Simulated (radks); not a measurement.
Q: Species: Nd IV. Configuration: [Xe] 4f3. Calculated with a radial shooting solver on a logarithmic mesh with Libxc functionals: scalar-relativistic Kohn-Sham, PBE, spin-polarised, spherical densities, finite nucleus; open shells are filled with parallel spins first (spin-orbit coupling, left out, can overturn this in heavy ions); Fermi nuclear charge, rms radius 4.9123 fm. Some entries of the table are withheld. Estimate them.

orbital  occ.  eigenvalue (hartree)  <r^2> (bohr^2)  <1/r> (bohr^-1)
1s down     1             -1595.941       0.0007600            66.04
1s up       1             -1595.941       0.0007600            66.04
2s up       1             -259.0819         0.01203            15.26
2s down     1             -259.0816         0.01203            15.26
2p up       3             -231.7332        0.009625            14.39
2p down     3             -231.7331        0.009625            14.39
3s up       1             -57.12972         0.08107            5.561
3s down     1             -57.09644         0.08100            5.563
3p up       3             -48.50325         0.08112            5.254
3p down     3             -48.47014         0.08104            5.257
3d up       5             -36.52769         0.06886            4.986
3d down     5             -36.50209         0.06876            4.988
4s up       1             -12.30230          0.4149            2.330
4s down     1             -12.21297          0.4146            2.331
4p up       3              -9.47155          0.4681            2.148
4p down     3              -9.38182          0.4679            2.149
4d up       5              -5.44437          0.5732            1.882
4d down     5              -5.35444          0.5738            1.882
5s up       1              -2.50085           2.295           0.9258
5s down     1              -2.44889           2.333           0.9162
5p up       3              -1.78296           3.021           0.7978
5p down     3              -1.74358           3.084           0.7875
4f up       3              -1.16473             (1)            1.346
4f down     0              -1.08441             (2)            1.329
5d up       0              -0.89505           5.800           0.5683
5d down     0              -0.87554           5.974           0.5581
6s up       0              -0.78839           11.81           0.3933
6s down     0              -0.77796           12.01           0.3902
6p up       0              -0.60910           16.06           0.3378

A: 
(1) 4f up <r^2> (bohr^2): 1.191
(2) 4f down <r^2> (bohr^2): 1.257
